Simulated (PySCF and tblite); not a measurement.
Values are calculated unless marked as measured or tabulated.
**Dynamics report: rotation**

System: C3H7BFN, numbered as in [CH2:1]=[CH:2][B:3]([F:4])[NH:5][CH3:6].

Motion: rotation about the B3–C2 bond (torsion F4–B3–C2–C1 from 0° to 179°, rising). The path came from a restrained scan, a climbing-image band and a saddle search at GFN2-xTB; energies are PBE0/pcSseg-1 + D3(BJ)//GFN2-xTB, thermal terms GFN2-xTB. Rate constants are transition-state-theory values, counting equivalent paths, without tunnelling. Programs: tblite and PySCF.

| point | symmetry | E(GFN2) kcal/mol | E(DFT) kcal/mol | ZPE change kcal/mol | lowest mode cm⁻¹ | dipole D |
| --- | --- | --- | --- | --- | --- | --- |
| start | Cs | 0.0 | 0.0 | 0.00 | 71 | 2.23 |
| saddle | C1 | 2.6 | 4.4 | -0.20 | 84i | 2.42 |
| end | Cs | 0.2 | 1.5 | -0.04 | 45 | 2.38 |

| Quantity | Value |
| --- | --- |
| Electronic barrier | 4.4 kcal/mol |
| Barrier with zero-point energy | 4.2 kcal/mol |
| ΔH‡ (298 K) | 3.8 kcal/mol |
| ΔS‡ (298 K, symmetry apart) | -2.8 cal/(mol K) |
| Paths | 2 equivalent paths |
| End point | a different minimum |
| Mean lifetime of the start against this motion at 298 K | 200 ps |
| Cost | 23 s on 1 thread of AMD EPYC 9R45 (shared host) (rough), peak memory 0.67 GiB, launched as `OMP_NUM_THREADS=1 python ens_run.py task.json out` |

```
T/K  ΔG‡ kcal/mol     k s⁻¹  ΔG kcal/mol  k back s⁻¹
150           4.4   2.8×10⁶          1.4       3×10⁸
200           4.4   1.2×10⁸          1.4     3.8×10⁹
250           4.5   1.2×10⁹          1.4    1.8×10¹⁰
298           4.6   5.1×10⁹          1.3    4.9×10¹⁰
350           4.7  1.6×10¹⁰          1.3    1.1×10¹¹
400           4.8  3.7×10¹⁰          1.3    1.9×10¹¹
500           5.1  1.2×10¹¹          1.3    4.4×10¹¹
```

ΔG and ΔG‡ leave out symmetry numbers and mirror images; rates count paths: 2 out, 2 back.
